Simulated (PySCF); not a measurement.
```xyz
11

C     -1.5722    -0.4214    -0.5949
Si    -0.3109     0.8082     0.0528
Si     1.7284    -0.2415     0.5193
H     -1.7576    -1.2081     0.1397
H     -2.5210     0.0748    -0.8105
H     -1.2166    -0.8918    -1.5142
H     -0.8167     1.4562     1.2964
H     -0.0814     1.8859    -0.9512
H      2.7368     0.7246     1.0339
H      2.2741    -0.8780    -0.7121
H      1.5371    -1.3088     1.5409
```

Charge 0, multiplicity 1.

**Question.** Give the Mulliken and meta-Löwdin atomic charges from PBE0-D4/def2-TZVP in PySCF.

**Answer.** 
| atom | Mulliken (e) | meta-Löwdin (e) |
|---|---|---|
| C1 | -0.50 | -0.59 |
| Si2 | 0.13 | 0.39 |
| Si3 | 0.02 | 0.19 |
| H4 | 0.15 | 0.13 |
| H5 | 0.15 | 0.14 |
| H6 | 0.15 | 0.13 |
| H7 | -0.02 | -0.09 |
| H8 | -0.02 | -0.09 |
| H9 | -0.01 | -0.07 |
| H10 | -0.02 | -0.07 |
| H11 | -0.02 | -0.07 |
